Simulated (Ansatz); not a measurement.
Start from `C[SiH2][SnH3]` and change one atom or group to get `C[SiH2][SnH2][F]`.

Ansatz, PBE0-D4/def2-TZVP geometries, multiplicity 1. Each molecule was computed in one conformer, which needn't be the lowest.

Elements past krypton have def2 core potentials.

```json
{"property": "HOMO–LUMO gap (PBE0/def2-TZVPP) / eV", "`C[SiH2][SnH3]`": "7.66"}
{"property": "size of the dipole moment (B3LYP/def2-TZVPP) / D", "`C[SiH2][SnH3]`": "1.24"}
{"property": "size of the dipole moment (PBE/def2-TZVPP) / D", "`C[SiH2][SnH3]`": "1.25"}
{"property": "HOMO–LUMO gap (PBE/def2-TZVPP) / eV", "`C[SiH2][SnH3]`": "5.86"}
{"property": "HOMO energy (B3LYP/def2-TZVPP) / eV", "`C[SiH2][SnH3]`": "-7.49"}
{"property": "LUMO energy (PBE/def2-TZVPP) / eV", "`C[SiH2][SnH3]`": "-0.78"}
```

(1) Give the same properties after the change, and the shifts. (Estimate.)

## Answers

(1) Ansatz gave: 
```tsv
property	`C[SiH2][SnH2][F]`	shift
HOMO–LUMO gap (PBE0/def2-TZVPP) / eV	6.96	-0.70
size of the dipole moment (B3LYP/def2-TZVPP) / D	2.89	1.65
size of the dipole moment (PBE/def2-TZVPP) / D	2.70	1.45
HOMO–LUMO gap (PBE/def2-TZVPP) / eV	5.05	-0.81
HOMO energy (B3LYP/def2-TZVPP) / eV	-7.74	-0.25
LUMO energy (PBE/def2-TZVPP) / eV	-1.74	-0.96
```

With PBE0 the HOMO falls by 0.25 eV and the LUMO falls by 0.95 eV, so the gap narrows by about 0.70 eV. PBE moves the HOMO by -0.14 eV and ωB97M-V by -0.27 eV. Dipoles are sizes alone; their direction can turn.

B3LYP here is the variant with VWN-RPA as its local correlation; programs differ in this.
